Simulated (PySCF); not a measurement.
BiBrH₆Si₂. Atoms are numbered in the order given.

```xyz
10

Bi     0.4175    -0.6361     0.0000
Br    -2.0822     0.3256     0.0000
Si     1.1016     1.1611    -1.8932
H      0.6711     2.5228    -1.4735
H      2.5835     1.1392    -2.0892
H      0.4347     0.7816    -3.1708
Si     1.1016     1.1611     1.8932
H      0.6711     2.5228     1.4735
H      0.4347     0.7816     3.1708
H      2.5835     1.1392     2.0892
```

Coordinates come from a B3LYP-D3(BJ)/def2-SVP optimisation. The def2 effective core potentials stand for the cores of Bi; spin–orbit coupling is left out.

Level of theory: PySCF with PBE/def2-TZVP.

Atomic charges (e):

```tsv
atom	Mulliken	Löwdin
Bi1	0.41	0.25
Br2	-0.34	-0.14
Si3	-0.03	0.03
H4	0.01	-0.03
H5	-0.01	-0.03
H6	0.00	-0.03
Si7	-0.03	0.03
H8	0.01	-0.03
H9	0.00	-0.03
H10	-0.01	-0.03
```
